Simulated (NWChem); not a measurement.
System: C$_{3}$H$_{8}$N, doublet; SMILES [CH](NC)C

NWChem input:

```
start job
memory heap 200 mb stack 900 mb global 1100 mb
geometry units angstroms noautosym nocenter noautoz
  C      0.504835     1.545177     0.068113
  C     -0.673076     0.667834    -0.167217
  N     -0.616815    -0.680196     0.168223
  C      0.566840    -1.458255    -0.085859
  H      1.400855     1.218750    -0.488393
  H      0.281092     2.571217    -0.257632
  H      0.801380     1.600027     1.138143
  H     -1.673205     1.101970    -0.073496
  H     -1.473928    -1.177654    -0.042112
  H      0.848839    -1.511749    -1.158301
  H      0.417883    -2.484878     0.279096
  H      1.428135    -1.043666     0.460396
end
basis spherical
  * library def2-svp
end
dft
  odft
  mult 2
  xc b3lyp
  iterations 150
end
property
  efieldgrad
end
task dft property
```

Geometry: optimised at PBE0/def2-SVP, spin-unrestricted. No frequency run checked for a minimum. No stability test was run on the SCF state.

Vzz is the largest principal value of the second derivative of the potential at the nucleus (NWChem prints the opposite sign); η is the asymmetry. Non-relativistic.

Atoms are numbered as in the input.

Task: What results follow from this input? (B3LYP/def2-SVP, spin-unrestricted.) Quantities: Vzz N3 (a.u.); η N3.

Result: 
```json
{
 "Vzz N3 (a.u.)": "-0.983",
 "η N3": "0.11"
}
```
